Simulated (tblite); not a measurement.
F₅Nb, charge +1, doublet, geometry from GFN2-xTB (such geometries of metal compounds can be far from the true shape) (the multiplicity is a formal guess); GFN1-xTB (tblite).

Here is a job for tblite.
```
$ tblite run mol.xyz --method gfn1 --charge 1 --spin 1 --grad --json tblite.json --no-restart

# file mol.xyz
6

Nb     0.00000000    -0.00000000     0.00000000
F      1.47391396    -0.91144717    -0.52850996
F     -0.32893565     0.24552260     1.76465325
F     -1.14497831     0.66592457    -1.23614328
F     -0.95251155    -1.56350580     0.03998576
F      0.95251155     1.56350580    -0.03998576
```

Write the output that tblite gives for this input, abridged.


```
xTB calculator
 | screened Coulomb repulsion
 | Coulomb electrostatics
 |  * isotropic Klopman-Ohno-Mataga-Nishimoto electrostatics
 |  * onsite third-order electrostatics
 | DFT-D3(BJ) dispersion correction

halogen bonding energy    0.0000000000000E+00 Eh
repulsion energy          2.9295460454463E-02 Eh
dispersion energy        -1.3895856011324E-03 Eh
number of electrons       3.9000000000000E+01 e
integral cutoff           4.0000000000000E+01 bohr

------------------------------------------------------------
  cycle        total energy    energy error   density error
------------------------------------------------------------
      1     -26.41104157508  -2.6438947E+01   1.1064828E+00
      2     -27.08032577551  -6.6928420E-01   4.2306531E-01
      3     -26.65771906655   4.2260671E-01   7.0736852E-01
      4     -26.99567136080  -3.3795229E-01   4.3322247E-01
      5     -27.16925871906  -1.7358736E-01   1.1370578E-01
      6     -27.18556054082  -1.6301822E-02   8.6998961E-03
      7     -27.18539893443   1.6160639E-04   1.6384881E-02
      8     -27.18406473730   1.3341971E-03   4.2061367E-02
      9     -27.18467367112  -6.0893382E-04   3.2553539E-02
     10     -27.18547201155  -7.9834043E-04   1.1326558E-02
     11     -27.18552817953  -5.6167984E-05   6.9526116E-03
     12     -27.18558054443  -5.2364896E-05   2.6932968E-03
     13     -27.18558279642  -2.2519919E-06   2.3356280E-03
     14     -27.18558661170  -3.8152774E-06   1.1007239E-03
     15     -27.18558767260  -1.0609075E-06   1.8361627E-04
     16     -27.18558770307  -3.0462989E-08   9.6433457E-06
------------------------------------------------------------

electronic energy        -2.7213493577919E+01 Eh
total energy             -2.7185587703066E+01 Eh

Post processing:
 | Mayer-Wiberg bond orders

[Info] Tight-binding results written to 'tblite.txt'
[Info] JSON dump of results written to 'tblite.json'
```
